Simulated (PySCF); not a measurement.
SMILES [Sn]([NH2])([CH3])([NH2])[OH] (PBE0/def2-SVP optimised geometry):

```
13

C     -1.231     1.110     0.000
Sn    -0.484    -0.892     0.000
N      1.554    -0.892     0.000
N     -1.269    -1.936     1.563
O     -0.982    -1.886    -1.655
H     -0.401     1.815    -0.152
H     -1.958     1.229    -0.815
H     -1.720     1.324     0.960
H      1.945    -0.275     0.711
H      1.958    -1.815     0.149
H     -2.288    -1.906     1.574
H     -1.007    -2.921     1.543
H     -0.404    -1.652    -2.390
```

Level of theory: PBE0/def2-TZVP, def2 effective core potentials past Kr (PySCF 2.14.0).

### Question
What are the frontier orbital energies and the dipole moment?

### Answer
HOMO-2 -8.04 eV, HOMO-1 -7.45 eV, HOMO -7.36 eV, LUMO -0.32 eV, LUMO+1 0.89 eV; dipole moment 1.30 D.

On the same geometry PySCF with PBE/def2-TZVP, def2 effective core potentials past Kr gives HOMO-2 -6.43 eV, HOMO-1 -5.97 eV, HOMO -5.92 eV, LUMO -1.24 eV, LUMO+1 0.10 eV; dipole moment 1.23 D.
